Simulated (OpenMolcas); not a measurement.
**Dy2+: moving the ligands**

Dy2+ with its 8 nearest fluoride ions at 2.565 Å, on the Ba site of BaF2 (a = 6.2001 Å, distance in the model lattice 2.685 Å). The rest of the host is ab initio model potentials to 7.6 Å and point charges beyond; the distance is set by hand and nothing relaxes. Ligand basis ANO-RCC-VDZP.
```
Dy    0.0000    0.0000    0.0000
F     1.4809    1.4809    1.4809
F     1.4809    1.4809   -1.4809
F     1.4809   -1.4809    1.4809
F     1.4809   -1.4809   -1.4809
F    -1.4809    1.4809    1.4809
F    -1.4809    1.4809   -1.4809
F    -1.4809   -1.4809    1.4809
F    -1.4809   -1.4809   -1.4809
```

```
Program             : OpenMolcas 26.06
Method              : CASSCF
Basis               : ANO-RCC-VDZP [7s6p4d2f1g]
Scalar Hamiltonian  : DKH2, point nucleus
Active space        : 10 electrons in 7 orbitals (4f)
State averaging     : 2S+1 = 5 even, 35 roots (32 in the spin-orbit step); 2S+1 = 3 even, 106 roots kept (CI in the orbitals of an earlier block); 2S+1 = 1 even, 31 roots kept (CI in the orbitals of an earlier block)
Spin-orbit coupling : state interaction with AMFI integrals over the reference wave functions
```

Runs around this geometry, states (labels of O, the rotations of Oh). Energies in cm-1 above the lowest state or level, χT in cm3 K/mol.

| R (Å) | Ground state | First state of that spin | First gap with spin-orbit (degeneracies) | Width of lowest J | χT at 300 K |
| --- | --- | --- | --- | --- | --- |
| 2.5 | 5A2 | 5T2 94.3 | 0.7 (2, 3) | 263 | 13.786 |
| 2.565 | 5A2 | 5T2 76.4 | 0.9 (2, 3) | 217 | 13.834 |
| 2.685 | 5A2 | 52.3 | 1.2 (2, 3) | 155 | 13.890 |

Taking the width of the lowest J multiplet as R^-n, n = -ln(155 / 263) / ln(2.685 / 2.5) = 7.4 between the shortest and longest distance.

High states are left out of the spin-orbit mixing, which shifts the levels that they would mix with. Without dynamic correlation the ligand-field splitting of an f shell can come out too small, at times by half. A group larger than the point group allows holds several states that coincide in this model. No measured value stands beside these numbers; the geometry was set by hand and not optimised.
